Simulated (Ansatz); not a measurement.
Relaxation of BrClH6Si2 (10 atoms, charge 0, multiplicity 1), to a largest force component of 0.03 eV/Å in at most 50 steps.

The calculation used RKS r2SCANh/def2-SVP in Ansatz.

```xyz
10
Properties=species:S:1:pos:R:3:forces:R:3
Si -0.562 -0.311 -0.381 -0.39 -0.24 -0.02
Cl 0.163 0.939 2.632 -1.00 -0.45 0.52
H 0.711 -0.665 0.290 0.01 -0.01 -0.03
Si -1.017 1.945 -0.816 -0.04 0.03 -0.01
H -2.404 1.970 -1.365 0.02 0.01 -0.03
H -0.950 2.809 0.392 0.01 -0.03 0.01
H -0.072 2.461 -1.853 0.00 -0.03 0.01
H -0.657 -1.068 -1.664 -0.01 0.00 0.01
Br -2.302 -1.114 0.883 0.35 0.16 -0.18
H -0.985 0.295 2.842 1.05 0.56 -0.28
```

Task: Where does it end, and by what steps?

Result: It converged. The force dipped under the threshold on the way, but the program's further checks kept it going. After 12 steps the energy has fallen by 0.120 eV; Cl2 moved furthest, 0.33 Å.

| step | energy less start (eV) | largest force component (eV/Å) | accepted |
| --- | --- | --- | --- |
| 0 | 0.0000 | 1.052 | yes |
| 1 | -0.0681 | 0.948 | yes |
| 2 | -0.0942 | 0.218 | yes |
| 3 | -0.1087 | 0.098 | yes |
| 4 | -0.1052 | 0.425 | no |
| 5 | -0.1153 | 0.064 | yes |
| 6 | -0.1168 | 0.123 | yes |
| 7 | -0.1181 | 0.057 | yes |
| 8 | -0.1192 | 0.010 | yes |
| 9 | -0.1198 | 0.048 | yes |
| 10 | -0.1200 | 0.062 | yes |
| 11 | -0.1203 | 0.046 | yes |
| 12 | -0.1205 | 0.020 | yes |

```xyz
10
Properties=species:S:1:pos:R:3
Si -0.637 -0.347 -0.455
Cl 0.185 1.072 2.938
H 0.681 -0.637 0.168
Si -1.049 1.927 -0.840
H -2.336 2.038 -1.587
H -1.148 2.652 0.456
H 0.052 2.502 -1.669
H -0.788 -1.160 -1.693
Br -2.226 -1.080 0.976
H -0.810 0.293 2.667
```

Whether the end is a true minimum wasn't checked by a vibrational analysis.

Time of the run: 35 s on 4 threads of Arm Neoverse V2 (shared host), peak memory 0.33 GiB.
